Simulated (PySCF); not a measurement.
Diboron dioxide, B2O2.
InChI=1S/B2O2/c3-1-2-4

Computed, not measured: PBE0-D3(BJ)/def2-TZVP geometry optimisation, gas phase (PySCF).

Masses are those of the commonest isotopes; rigid-rotor values at the optimised geometry. 

(1) What are the moment of inertia and the rotational constant?

(2) List the first levels of a rigid rotor in a Σ state.

(3) Has it a pure rotational spectrum?

(4) Estimate the classical rotational partition function at 10 K, 200 K and 500 K.

## Answers

(1) I = 144.939 u·Å², B = 505379 MHz·u·Å²/I = 3487 MHz (0.1163 cm⁻¹, or 0.167 K as hB/k).

(2) E(J) = BJ(J+1): J = 1: 0.233, J = 2: 0.698, J = 3: 1.396, J = 4: 2.326, J = 5: 3.489, J = 6: 4.885 cm⁻¹.

(3) Not by electric dipole: D∞h allows no dipole (computed 0.00 D). Rotational Raman lines (ΔJ = 2) lie at B(4J + 6), spaced by 4B = 0.465 cm⁻¹, with nuclear-spin weights that differ between even and odd J.

(4) Point group D∞h, symmetry number σ = 2; q = kT/(σhB), k/h = 20836.6 MHz/K: 29.9 at 10 K, 598 at 200 K, 1490 at 500 K.

No PBE0-D3(BJ)/def2-TZVP frequencies stand behind this structure, so it isn't proved a minimum. Zero-point vibration and centrifugal distortion are left out.
